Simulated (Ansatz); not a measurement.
Input file for `[OH][Au-][P+](F)(F)F`:

```yaml
crystal:
  periodic: [false, false, false]
  atoms:
    - {symbol: O, position_ang: [1.446093, -2.480656, 0.226582]}
    - {symbol: Au, position_ang: [0.506386, -0.782913, 0.093536]}
    - {symbol: P, position_ang: [-0.466146, 1.132002, -0.015261]}
    - {symbol: F, position_ang: [-1.899881, 1.165244, -0.590090]}
    - {symbol: F, position_ang: [0.178088, 2.246276, -0.871536]}
    - {symbol: F, position_ang: [-0.694404, 1.925565, 1.291532]}
    - {symbol: H, position_ang: [0.929863, -3.205509, -0.134764]}
basis:
  gaussian: {orbitals: def2-TZVPP}
correlation: {method: ccsd_t}
output: {orbitals: {seedname: orbitals}}
```

```sh
$ ansatz run in.yaml --threads 4 --pin off --events-out ev --progress --plain --max-ram 10444MiB
```

Log, shortened:

```
Functional definition: HF
1553 factors; integrals over basis functions are off by at most 9.8e-4 eV
mean field evaluation 1: about -23111.0863 eV, gradient 6.2e1 eV
mean field evaluation 2: about -23111.6929 eV, gradient 6.3e1 eV
mean field evaluation 4: about -23118.8093 eV, gradient 6.3e0 eV
mean field evaluation 8: about -23118.9371 eV, gradient 8.0e-1 eV
mean field evaluation 16: about -23118.9386 eV, gradient 5.5e-6 eV
mean field -23118.93864689 eV, -849.6053246939 hartree, gradient 5.5e-6 eV, S^2 0.000000; 0 other end points of the search recorded, 0 dependent functions left out
9 core orbitals not correlated: weight in the atoms' cores, before any rotation towards them, 1.000 or more for the frozen orbitals, at most 0.000 for the correlated occupied ones
reference -23118.93864689 eV, -849.6053246939 hartree; 26, 26 occupied and 201, 201 virtual orbitals, 1553 factors
second order -48.88337065 eV of doubles, -0.00000000 eV of singles
cycle   1  -45.91693196 eV  change     3.0e0 eV  update   1.9e-1
cycle   2  -47.14239267 eV  change    -1.2e0 eV  update   7.5e-2
cycle   3  -47.42189168 eV  change   -2.8e-1 eV  update   3.2e-2
cycle   4  -47.42813374 eV  change   -6.2e-3 eV  update   1.3e-2
cycle   5  -47.39560249 eV  change    3.3e-2 eV  update   5.9e-3
cycle   6  -47.39367680 eV  change    1.9e-3 eV  update   2.5e-3
cycle   7  -47.39716012 eV  change   -3.5e-3 eV  update   9.8e-4
cycle   8  -47.39668610 eV  change    4.7e-4 eV  update   3.6e-4
cycle   9  -47.39638698 eV  change    3.0e-4 eV  update   1.3e-4
cycle  10  -47.39665834 eV  change   -2.7e-4 eV  update   6.2e-5
cycle  11  -47.39655200 eV  change    1.1e-4 eV  update   2.7e-5
cycle  12  -47.39649303 eV  change    5.9e-5 eV  update   1.0e-5
perturbative correction -1.71942834 eV, -0.0631878262 hartree
Total energy: -23168.05456826 eV, -851.4103015123 hartree
```

Hardware: 4 threads of an Arm Neoverse V2 on a shared host. Wall time 7.6 min, peak host memory 5.7 GiB.

MP2 recovers 99.5 % of the CCSD(T) correlation energy and the triples give 3.5 %; T1 = 0.0159.
